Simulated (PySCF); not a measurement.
fluoro(prop-1-en-2-yloxy)borinic acid (C3H6BFO2), SMILES C(C)(OB(O)F)=C.

Coordinates come from a ωB97X-D3(BJ)/def2-SVP optimisation. The values are those of a single conformer.

Two levels are set side by side: PBE/def2-TZVP (PySCF) and ωB97X/def2-TZVP (PySCF). Same geometry, gas phase. Differences are taken from unrounded values.

```csv
quantity,ωB97X,PBE,PBE minus ωB97X
orbital gap (eV),11.92,5.17,-6.75
highest occupied level (eV),-9.37,-5.83,3.54
lowest empty level (eV),2.55,-0.66,-3.22
dipole moment (D),0.62,0.56,-0.07
mean polarisability (bohr³),56.4,59.3,2.9
```

PBE's occupied levels lie high since its potential decays too fast outside the molecule; exact exchange lowers them and widens the gap. PBE's more diffuse valence density responds more strongly to a field. Differences between two approximate levels are no errors against the true value.

Rough cost on one machine, each run with all the roots and properties that it gave: ωB97X against PBE within a factor of 2.
